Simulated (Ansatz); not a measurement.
Ansatz (a first-principles code) job for CrF4, SMILES [Cr+]([F])([F])([F])[F] (connectivity only; charge and spin as stated), charge +1, multiplicity 2, PBE0-D3(BJ)/def2-SVP. 

Ansatz 0.2 input:
```yaml
crystal:
  periodic: [false, false, false]
  atoms:
    - {symbol: Cr, position_ang: [0.00000000, 0.00000000, 0.00000000]}
    - {symbol: F, position_ang: [1.08980934, 1.08980934, 0.57568627]}
    - {symbol: F, position_ang: [-1.08980934, -1.08980934, 0.57568627]}
    - {symbol: F, position_ang: [1.08980934, -1.08980934, -0.57568628]}
    - {symbol: F, position_ang: [-1.08980934, 1.08980934, -0.57568628]}
basis:
  gaussian:
    orbitals: def2-SVP
hamiltonian:
  xc: pbe0
  dispersion: d3bj
total_charge: 1
magnetization: {spin_polarized: true, initial_magnetization: 1}
relax: {f_tol: 0.002, max_steps: 200}
```

Log of the run:

```
WARN ansatz: RAYON_NUM_THREADS=1 ignored (pool sized by the plan → 1); use --threads N
Functional definition: PBE0
integrals: 0.04 GiB planned
971 factors; integrals over basis functions are off by at most 1.3e-4 eV
mean field: 0.62 GiB planned
mean field evaluation 1: about -39233.1524 eV, gradient 7.3e1 eV
mean field evaluation 2: about -38865.8085 eV, gradient 2.8e2 eV
mean field evaluation 4: about -39249.6492 eV, gradient 1.7e1 eV
mean field evaluation 8: about -39250.6223 eV, gradient 1.6e-1 eV
mean field evaluation 16: about -39250.6868 eV, gradient 3.2e-4 eV
mean field evaluation 32: about -39250.5821 eV, gradient 2.2e0 eV
mean field -39250.68678888 eV, -1442.4361344202 hartree, gradient 2.4e-5 eV, S^2 0.765755; 2 other end points of the search recorded, 0 dependent functions left out
the calculation of the forces begins
reference -39250.68687716 eV, -1442.4361376643 hartree; 30, 29 occupied and 57, 58 virtual orbitals, 971 factors
relax step   1: F+E_penalty+E_count = -39250.74728905 eV  Δ(F+E_penalty+E_count) = +0.000e0 eV  max|allowed force component| = 7.306e-1 eV/Å  Δτ_max = 0.0000 Å  (68 SCF iters, accepted)
these checks for a lower state are left out or cut short: starts, cluster_reference, orbital_swaps, neighbouring_geometries, increment
integrals: 0.04 GiB planned
971 factors; integrals over basis functions are off by at most 1.4e-4 eV
mean field: 0.62 GiB planned
mean field -39251.03421592 eV, -1442.4489021285 hartree, gradient 2.4e-5 eV, S^2 0.763413; 0 other end points of the search recorded, 0 dependent functions left out
the calculation of the forces begins
reference -39251.03430375 eV, -1442.4489053562 hartree; 30, 29 occupied and 57, 58 virtual orbitals, 971 factors
relax step   2: F+E_penalty+E_count = -39251.09487176 eV  Δ(F+E_penalty+E_count) = -3.476e-1 eV  max|allowed force component| = 5.882e-1 eV/Å  Δτ_max = 0.0905 Å  (51 SCF iters, accepted)
these checks for a lower state are left out or cut short: starts, cluster_reference, orbital_swaps, neighbouring_geometries, increment
integrals: 0.04 GiB planned
971 factors; integrals over basis functions are off by at most 1.6e-4 eV
mean field: 0.62 GiB planned
mean field -39251.45814677 eV, -1442.4644813000 hartree, gradient 5.3e-6 eV, S^2 0.758989; 0 other end points of the search recorded, 0 dependent functions left out
the calculation of the forces begins
reference -39251.45823121 eV, -1442.4644844030 hartree; 30, 29 occupied and 57, 58 virtual orbitals, 971 factors
relax step   3: F+E_penalty+E_count = -39251.51932666 eV  Δ(F+E_penalty+E_count) = -4.245e-1 eV  max|allowed force component| = 6.689e-1 eV/Å  Δτ_max = 0.1953 Å  (66 SCF iters, accepted)
these checks for a lower state are left out or cut short: starts, cluster_reference, orbital_swaps, neighbouring_geometries, increment
integrals: 0.04 GiB planned
971 factors; integrals over basis functions are off by at most 1.5e-4 eV
mean field: 0.62 GiB planned
mean field evaluation 64: about -39251.4891 eV, gradient 2.2e-5 eV
mean field -39251.48907285 eV, -1442.4656178125 hartree, gradient 4.4e-6 eV, S^2 0.763160; 0 other end points of the search recorded, 0 dependent functions left out
the calculation of the forces begins
reference -39251.48915955 eV, -1442.4656209987 hartree; 30, 29 occupied and 57, 58 virtual orbitals, 971 factors
relax step   4: F+E_penalty+E_count = -39251.54990312 eV  Δ(F+E_penalty+E_count) = -3.058e-2 eV  max|allowed force component| = 5.131e-1 eV/Å  Δτ_max = 0.0900 Å  (77 SCF iters, accepted)
these checks for a lower state are left out or cut short: starts, cluster_reference, orbital_swaps, neighbouring_geometries, increment
integrals: 0.04 GiB planned
971 factors; integrals over basis functions are off by at most 1.5e-4 eV
mean field: 0.62 GiB planned
mean field -39251.52309322 eV, -1442.4668680378 hartree, gradient 2.9e-6 eV, S^2 0.760589; 0 other end points of the search recorded, 0 dependent functions left out
the calculation of the forces begins
reference -39251.52317886 eV, -1442.4668711852 hartree; 30, 29 occupied and 57, 58 virtual orbitals, 971 factors
relax step   5: F+E_penalty+E_count = -39251.58413938 eV  Δ(F+E_penalty+E_count) = -3.424e-2 eV  max|allowed force component| = 5.983e-2 eV/Å  Δτ_max = 0.0298 Å  (65 SCF iters, accepted)
these checks for a lower state are left out or cut short: starts, cluster_reference, orbital_swaps, neighbouring_geometries, increment
integrals: 0.04 GiB planned
971 factors; integrals over basis functions are off by at most 1.5e-4 eV
mean field: 0.62 GiB planned
mean field -39251.52405697 eV, -1442.4669034549 hartree, gradient 4.6e-6 eV, S^2 0.760726; 0 other end points of the search recorded, 0 dependent functions left out
the calculation of the forces begins
reference -39251.52414263 eV, -1442.4669066030 hartree; 30, 29 occupied and 57, 58 virtual orbitals, 971 factors
relax step   6: F+E_penalty+E_count = -39251.58509836 eV  Δ(F+E_penalty+E_count) = -9.590e-4 eV  max|allowed force component| = 5.852e-3 eV/Å  Δτ_max = 0.0115 Å  (64 SCF iters, accepted)
these checks for a lower state are left out or cut short: starts, cluster_reference, orbital_swaps, neighbouring_geometries, increment
integrals: 0.04 GiB planned
971 factors; integrals over basis functions are off by at most 1.5e-4 eV
mean field: 0.62 GiB planned
mean field evaluation 96: about -39251.4648 eV, gradient 1.9e-1 eV
mean field -39251.52406556 eV, -1442.4669037706 hartree, gradient 1.4e-6 eV, S^2 0.760743; 0 other end points of the search recorded, 0 dependent functions left out
the calculation of the forces begins
reference -39251.52415124 eV, -1442.4669069194 hartree; 30, 29 occupied and 57, 58 virtual orbitals, 971 factors
relax step   7: F+E_penalty+E_count = -39251.58510462 eV  Δ(F+E_penalty+E_count) = -6.256e-6 eV  max|allowed force component| = 7.478e-4 eV/Å  Δτ_max = 0.0007 Å  (56 SCF iters, accepted)
integrals: 0.04 GiB planned
971 factors; integrals over basis functions are off by at most 1.5e-4 eV
mean field: 0.62 GiB planned
mean field evaluation 128: about -39251.5241 eV, gradient 8.8e-6 eV
mean field -39251.52406556 eV, -1442.4669037706 hartree, gradient 1.4e-6 eV, S^2 0.760743; 2 other end points of the search recorded, 0 dependent functions left out
the calculation of the forces begins
reference -39251.52415124 eV, -1442.4669069194 hartree; 30, 29 occupied and 57, 58 virtual orbitals, 971 factors
Total energy: -39251.58519030 eV, -1442.4691500635 hartree
Atom 0 at     0.000000    -0.000000    -0.000000 Å, force     0.000000    -0.000000    -0.000000 eV/Å
Atom 1 at     0.961333     0.961333     0.881539 Å, force    -0.000748    -0.000748    -0.000553 eV/Å
Atom 2 at    -0.961333    -0.961333     0.881539 Å, force     0.000748     0.000748    -0.000553 eV/Å
Atom 3 at     0.961333    -0.961333    -0.881539 Å, force    -0.000748     0.000748     0.000553 eV/Å
Atom 4 at    -0.961333     0.961333    -0.881539 Å, force     0.000748    -0.000748     0.000553 eV/Å
Dipole moment:     0.000000    -0.000000    -0.000000 e Å
```

The run converged.
